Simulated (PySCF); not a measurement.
# Two-photon absorption: `C[Se]c1ccc(/C=C/Cl)cc1`, C9H9ClSe

Cartesian coordinates in Å; atom numbers follow the order of the lines, from 1:
```xyz
20

C     3.6234   -0.4047   -0.8753
Se    2.8529   -0.3043    0.8955
C     1.0069   -0.2375    0.4593
C     0.5078   -0.2435   -0.8456
C    -0.8656   -0.1898   -1.0667
C    -1.7840   -0.1311   -0.0097
C    -3.2132   -0.0857   -0.3147
C    -4.2159   -0.1468    0.5705
Cl   -5.8728   -0.0808    0.1052
C    -1.2654   -0.1183    1.2982
C     0.0991   -0.1723    1.5291
H     3.2849   -1.3072   -1.4021
H     4.7100   -0.4630   -0.7266
H     3.3896    0.4950   -1.4604
H     1.1798   -0.2889   -1.7036
H    -1.2378   -0.1962   -2.0948
H    -3.4763   -0.0017   -1.3738
H    -4.0766   -0.2461    1.6489
H    -1.9395   -0.0576    2.1554
H     0.4693   -0.1597    2.5579
```

Method: TDDFT CAM-B3LYP/def2-SVPD excited states, vertical, gas phase in PySCF. Geometry: PBE0-D3(BJ)/def2-SVP.

The calculation is non-relativistic, which matters for the atoms heavier than Zn.

**Question.** How strongly do the lowest singlets absorb one photon, and two photons of half the energy?

**Answer.** δ for parallel linear polarisation; σ at the peak of a Lorentzian of half width 0.1 eV, single beam; Ω is circular over linear.
```
state  E (eV)      f  photon λ (nm)  δ (au)  σ (GM)     Ω                                  main
   S1    4.32  0.652            573    1400    9.62  0.73                        HOMO→LUMO 0.89
   S2    4.63  0.110            535    98.8    0.78  1.03    HOMO→LUMO+1 0.78, HOMO−2→LUMO 0.14
   S3    4.66  0.000            532    11.8    0.09  1.48  HOMO→LUMO+2 0.69, HOMO−1→LUMO+2 0.10
   S4    5.59  0.044            443    4850   55.56  0.72                      HOMO−1→LUMO 0.80
   S5    5.65  0.027            439     260    3.04  1.48    HOMO→LUMO+4 0.68, HOMO→LUMO+3 0.12
   S6    5.67  0.003            437      29    0.34  1.44    HOMO→LUMO+3 0.70, HOMO→LUMO+4 0.13
```

Among these, the strongest one-photon state is S1, the strongest two-photon state S4, with a dipole change of 2.3 D (relaxed, norm of the difference vector).
